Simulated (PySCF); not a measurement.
B²⁺ (boron, charge +2) across methods

[He] 3d1, 2D determinant (an excited configuration). All numbers are calculated (PySCF 2.14, the spin-free X2C one-electron Hamiltonian (Gaussian nucleus), in x2c-TZVPPall with one added diffuse shell each of s, p, d type (6s4p3d1f, 40 functions)).

| method | E (hartree) | mean ε 1s α (eV) | mean ε 1s β (eV) | mean ε 3d α (eV) | Σ⟨r²⟩ (bohr²) | ⟨S²⟩ |
| --- | --- | --- | --- | --- | --- | --- |
| UHF | -22.48989 | -250.69 | -250.69 | -13.546 | 15.07 | 0.750 |
| PBEsol | -22.4031 | -220.74 | -220.73 | -11.811 | 13.92 | 0.750 |
| LDA | -22.2655 | -219.92 | -219.91 | -11.614 | 14.43 | 0.750 |
| revPBE | -22.5717 | -222.06 | -222.05 | -12.118 | 13.47 | 0.750 |
| PBE0 | -22.5271 | -229.29 | -229.28 | -12.455 | 13.98 | 0.750 |
| wB97X | -22.5987 | -230.66 | -230.67 | -14.059 | 13.77 | 0.750 |
| PBE | -22.5230 | -221.88 | -221.86 | -12.007 | 13.66 | 0.750 |
| CAM-B3LYP | -22.5271 | -230.17 | -230.17 | -13.241 | 13.97 | 0.750 |
| r2SCAN | -22.5588 | -225.08 | -225.09 | -11.849 | 14.07 | 0.750 |

The outer electron is Rydberg-like, and this basis confines it to a smaller radius and binds it less than a complete one would.
